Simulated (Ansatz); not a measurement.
Coupled-cluster diagnostics for Ta(NH)F3 (TaNF₃H), Ansatz.

Geometry of the singlet (r2SCAN-D4/def2-SVP):

```
atom   x (Å)   y (Å)   z (Å)
 Ta1   0.165   0.003   0.444
  N2  -0.449  -0.009  -1.208
  H3  -0.802  -0.015  -2.158
  F4  -0.876   1.232   1.425
  F5   1.973   0.535   0.372
  F6  -0.012  -1.746   1.125
```

In the def2 sets Ta takes a core potential; there is no spin–orbit coupling. Correlated methods freeze 4 core orbitals; core or outer-core shells of Ta are correlated, in sets that lack core-valence functions.

Question: Estimate the CCSD(T) correlation energy, the shares of MP2 and (T), T1 and the reference's ⟨S²⟩ for: charge 0, singlet, own geometry in def2-TZVPP; and the rough time on 2 threads of Arm Neoverse V1 on a shared host.

Answer: 
```
                          state       basis  correlation (eV)  MP2 share (%)  (T) share (%)     T1  ⟨S²⟩ (pure)  wall time
charge 0, singlet, own geometry  def2-TZVPP           -38.002           98.0            4.0  0.019  0.00 (0.00)    3.8 min
```
Customary marks for T1 are 0.02 (closed shells), 0.045 (open shells) and about 0.05 (3d metals). T1 stays under 0.02 throughout.
